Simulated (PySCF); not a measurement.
Rows and methods have been separated. Pair them.

Species: C6H6OS.
Numbering: `[CH3:1][C:2](=[O:3])[c:4]1[cH:5][cH:6][cH:7][s:8]1` (hydrogens: H9, H10, H11 on C1; H12 on C5; H13 on C6; H14 on C7)

Geometry (PBE0-D3(BJ)/def2-TZVP, Å), atoms numbered from 1 in this order:
```xyz
14
C6H6OS angstrom
C     -2.3278   -0.7470   -0.3569
C     -1.3040    0.3055   -0.6856
O     -1.5603    1.2439   -1.4068
C      0.0395    0.1666   -0.0983
C      1.0908    1.0296   -0.2848
C      2.2530    0.6358    0.4038
C      2.0720   -0.5250    1.1069
S      0.4962   -1.1316    0.9317
H     -1.9793   -1.7332   -0.6752
H     -2.4946   -0.7946    0.7227
H     -3.2620   -0.5091   -0.8611
H      0.9965    1.9107   -0.9049
H      3.1875    1.1801    0.3858
H      2.7908   -1.0494    1.7186
```

The closed-shell ground state was solved 4 times with PySCF (density fitting, gas phase), always in the pcSseg-2 basis (379 functions), with these functionals: B97-2, KT3, PBE0 and wB97X-D. Isolated species at its PBE0-D3(BJ)/def2-TZVP geometry (one conformer only).

```
row  total energy (Eh)  HOMO (eV)  LUMO (eV)  dipole (D)
  P          -705.6812      -9.02      -0.11        3.05
  Q          -705.2980      -7.28      -1.82        3.07
  R          -705.7103      -7.03      -1.86        3.06
  S          -713.4575      -5.99      -2.62        2.97
```

Q: Which functional belongs to which row?

A: P = wB97X-D, Q = PBE0, R = B97-2, S = KT3. By rising HOMO–LUMO gap: KT3 (GGA) 3.37 eV; B97-2 (global hybrid, 21 % exact exchange) 5.17 eV; PBE0 (global hybrid, 25 % exact exchange) 5.46 eV; wB97X-D (range-separated hybrid) 8.91 eV. Total energies of different functionals aren't bounds to one another; each is stationary for its own functional.

The pairwise dispersion term of wB97X-D wasn't added to the energies; at a given geometry it leaves orbitals and properties as they are.
